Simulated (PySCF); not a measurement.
Vertical excitations of a molecule C2H8N2OSi from TDDFT-PBE0/def2-SVPD (PySCF), as energy in eV (oscillator strength): 4.21 (0.001), 6.13 (0.070), 6.40 (0.058), 6.72 (0.001), 6.89 (0.050), 6.97 (0.022), 7.03 (0.002), 7.24 (0.003), 7.64 (0.147), 7.72 (0.007). Lowest triplet (TDA): 3.63 eV. Coordinates come from a PBE0-D3(BJ)/def2-SVP optimisation. One conformer was computed; it need not be the lowest.

Question: Which structure fits?
A. C/C=N\[Si@H](N)O
B. N[Si]1(N)CCO1
C. C=C[Si](N)(N)O
D. C/N=C/[Si@H](N)O

Answer: A, C/C=N\[Si@H](N)O
